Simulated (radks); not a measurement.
Neutral vanadium inside a hard spherical wall (all orbitals vanish at R), configuration held at [Ar] 3d3 4s2 and not refilled when levels cross. Method: scalar-relativistic Kohn-Sham, LDA (Slater exchange, VWN5 correlation), spin-unpolarised, spherical densities, point nucleus; computed with a radial shooting solver on a logarithmic mesh with Libxc functionals. Eigenvalues in eV, with the zero of energy where the potential of the charges vanishes at infinity; a dash marks a level that is unbound or too diffuse for the functional's potential to be trusted. A positive occupied level is held by the wall or, in an anion where self-interaction has pushed it up, behind a barrier. The pressure on the wall is -dE/dV.

R (bohr)  E (hartree)  kinetic (hartree)    e(3s)    e(3p)   e(3d)   e(4s)  e(4p, empty)  e(5s, empty)  pressure (GPa)
free       -947.06988            955.324  -69.836  -43.963  -5.384  -4.845        -1.524        -0.049               0
20         -947.06988            955.324  -69.836  -43.963  -5.384  -4.845        -1.524         0.064        < 0.0001
10         -947.06930            955.330  -69.789  -43.916  -5.339  -4.806        -1.393         1.849          0.0155
6          -947.02012            955.600  -68.355  -42.493  -4.003  -3.388         0.974        12.510            3.56
4          -946.57958            957.230  -63.003  -37.257   1.080   4.336        11.301        46.190            88.0
3          -945.21996            961.596  -54.528  -28.978  10.041  23.155        33.793        108.23             706
2.5        -943.00239            968.550  -45.350  -19.701  20.756  49.808        63.364        181.80            2590
1.5        -914.86880           1045.297   27.530   57.558  104.03  298.69        311.90        727.15           84700
